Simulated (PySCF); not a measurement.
Predicted microwave data (PBE0/pcSseg-1 in PySCF (dipole) on a GFN2-xTB geometry, gas phase) for one isomer of C5H16FNSi2:

- Rotational constants: A = 1368, B = 782.6, C = 606.2 MHz
- Dipole components: |μa| = 3.73 D, |μb| = 1.77 D, |μc| = 0.86 D
- Inertial defect: -181.59 u·Å²
- κ: -0.54

Problem. Which candidate fits, each taken in the one conformer that was computed?
A. `[CH3:1][NH:2][C:3]([CH3:4])([CH3:5])[CH2:6][SiH2:7][SiH2:8][F:9]` with C1–N2–C3–C4 64°, N2–C3–C6–Si7 53°, C3–C6–Si7–Si8 -39°, C6–Si7–Si8–F9 -56°
B. `[CH3:1][N:2]([CH3:3])[C:4]([CH3:5])([CH3:6])[SiH2:7][SiH2:8][F:9]` with C1–N2–C4–C5 -76°, N2–C4–Si7–Si8 -36°, C4–Si7–Si8–F9 -178°
C. `[CH3:1][NH:2][CH2:3][C:4]([CH3:5])([CH3:6])[SiH2:7][SiH2:8][F:9]` with C1–N2–C3–C4 -169°, N2–C3–C4–C5 -86°, C3–C4–Si7–Si8 53°, C4–Si7–Si8–F9 177°
D. `[CH3:1][NH:2][C:3]([CH3:4])([CH3:5])[SiH2:6][Si@@H:7]([CH3:8])[F:9]` with C1–N2–C3–C4 51°, N2–C3–Si6–Si7 -41°, C3–Si6–Si7–C8 84°
E. `[CH3:1][NH:2][C:3]([CH3:4])([CH3:5])[SiH2:6][SiH2:7][CH2:8][F:9]` with C1–N2–C3–C4 53°, N2–C3–Si6–Si7 -47°, C3–Si6–Si7–C8 65°, Si6–Si7–C8–F9 49°
F. `[CH3:1][C@H:2]([F:3])[CH2:4][CH2:5][NH:6][CH:7]([SiH3:8])[SiH3:9]` with C1–C2–C4–C5 176°, C2–C4–C5–N6 69°, C4–C5–N6–C7 170°, C5–N6–C7–Si8 57°

Solution. C. It is CNCC(C)(C)[SiH2][SiH2]F, an asymmetric top, point group C1. The candidates at the same level (rigid rotor, commonest isotopes):

```
                     SMILES  A (MHz)  B (MHz)  C (MHz)  μa (D)  μb (D)  μc (D)  Δ (u·Å²)  point group                        rotor
    CNC(C)(C)[SiH2][SiH2]CF     1471    750.1    637.3    1.88    0.66    1.11   -224.32           C1               asymmetric top
    CNCC(C)(C)[SiH2][SiH2]F     1368    782.6    606.2    3.73    1.77    0.86   -181.59           C1               asymmetric top
  CN(C)C(C)(C)[SiH2][SiH2]F     1723    695.2    628.8    3.51    0.41    0.21   -216.48           C1               asymmetric top
 CNC(C)(C)[SiH2][Si@@H](C)F     1701    707.3    602.7    3.01    1.67    0.41   -173.15           C1               asymmetric top
C[C@H](F)CCNC([SiH3])[SiH3]     1913    493.7    419.7    0.61    0.94    0.77    -83.55           C1  near-prolate asymmetric top
    CNC(C)(C)C[SiH2][SiH2]F     1493    885.3    686.4    3.10    0.07    0.31   -173.05           C1               asymmetric top
```

`CNC(C)(C)[SiH2][SiH2]CF` has A 8 % too high; `CNC(C)(C)C[SiH2][SiH2]F` has C 13 % too high; `C[C@H](F)CCNC([SiH3])[SiH3]` has A 40 % too high; `CN(C)C(C)(C)[SiH2][SiH2]F` has A 26 % too high; `CNC(C)(C)[SiH2][Si@@H](C)F` has A 24 % too high. No structure here is proved a minimum.
